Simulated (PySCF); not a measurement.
**Computed structure and properties of [Hf(BH4)2]2+**

System: [Hf(BH4)2]2+ (singlet); start: template (C2). Method: PySCF 2.14.0, RKS PBE0, Hf def2-SVP with ECP60, B def2-SVP, H def2-SVP; non-relativistic Hamiltonian with scalar-relativistic core potentials where named; density fitting; no spin-orbit coupling.

Input of the relaxation:

```python
mol = gto.M(atom='''
Hf    -0.00000     0.00000    -0.12930
B      2.02030     0.00000     0.77480
H      3.11560     0.00000     1.26500
H      1.30020    -0.83350     1.36580
H      2.10580    -0.30510    -0.43430
H      1.51600     1.13860     0.88340
B     -2.02030     0.00000     0.77480
H     -3.11560     0.00000     1.26500
H     -1.30020     0.83350     1.36580
H     -2.10580     0.30510    -0.43430
H     -1.51600    -1.13860     0.88340''',
    basis={'Hf': 'def2-SVP', 'B': 'def2-SVP', 'H': 'def2-SVP'},
    ecp={'Hf': 'def2-SVP'},
    charge=2, spin=0)
mf = dft.RKS(mol, xc='PBE0')
mf.grids.atom_grid = (50, 194)
mf = mf.density_fit()  # fitting sets: Hf def2-universal-JKFIT, B def2-universal-JKFIT, H def2-universal-JKFIT
mf.conv_tol = 1e-08; mf.max_cycle = 55
mf.kernel(dm0)  # dm0: converged density of the start geometry
# quasi-Newton relaxation in Cartesian coordinates to a largest gradient under 0.00045 Eh/bohr, steps kept in the point group
```

Run from Python with OMP_NUM_THREADS=2; the lines above give its settings. Where DIIS fails, smearing, a level shift and second-order steps follow.
It took 56 s on 2 threads of Arm Neoverse V1 (shared host), from the converged density of the start.

Course of the relaxation:

```csv
step,energy above end (eV),largest force component within the symmetry (eV/Å)
0,0.8163,1.409
1,0.5717,1.033
2,0.2173,0.400
3,0.1546,0.415
4,0.1044,0.468
5,0.0446,0.374
6,0.0170,0.203
7,0.0042,0.133
11,-0.0001,0.034
12,0.0000,0.057
13,0.0003,0.071
14,0.0003,0.062
15,0.0000,0.023
16,0.0000,0.013
```
(The steps between are left out.)

Relaxed geometry (C2):

```xyz
11

Hf    0.0000    0.0000   -0.3599
B     1.8757   -0.0178    0.8305
H     2.7753    0.0122    1.6167
H     0.8983   -0.8411    1.1498
H     2.0614   -0.2688   -0.4050
H     1.1518    1.0802    0.7780
B    -1.8757    0.0178    0.8305
H    -2.7753   -0.0122    1.6167
H    -0.8983    0.8411    1.1498
H    -2.0614    0.2688   -0.4050
H    -1.1518   -1.0802    0.7780
```

```tsv
contact	Å
Hf1–H6 (BH4)	1.946
Hf1–H11 (BH4)	1.946
```

On the finer grid (75, 302):

- HOMO: -20.31 eV
- LUMO: -14.96 eV
- Dipole about the centre of mass: 0.56 D
- Set of Mulliken populations of Hf1 outside the core potential: s 2.36, p 6.12, d 1.97, f 0.09
- D3(BJ) dispersion energy (not in the energies): -0.180 eV

```csv
atom,Mulliken (e),Löwdin (e),spin (e)
Hf1,1.46,1.09,0.00
B2,-0.15,0.01,0.00
H3,0.19,0.09,0.00
H4,0.07,0.13,0.00
H5,0.12,0.11,0.00
H6,0.04,0.12,0.00
B7,-0.15,0.01,0.00
H8,0.19,0.09,0.00
H9,0.07,0.13,0.00
H10,0.12,0.11,0.00
H11,0.04,0.12,0.00
```

On the grid (50, 194), as all that follows. Harmonic modes: a minimum; lowest 178 cm⁻¹ (negative: unstable), highest 2750 cm⁻¹, zero-point energy 2.146 eV.

Taking off one BH4 (charge -1, singlet; the rest: singlet) in vacuum, both parts rigid, costs 23.21 eV; the small basis without counterpoise inflates it. Most of it is the attraction of opposite charges; other ways to part are cheaper, and one spin state was tried for the rest.

Rigid scan of BH4 along the line from its metal:

(distance to B2 (Å), energy (eV)): (1.92, 1.702), (2.02, 0.667), (2.12, 0.146), (2.22, 0.000), (2.32, 0.119), (2.42, 0.421), (2.62, 1.337)

One start shape was tried, so this needn't be the lowest isomer.
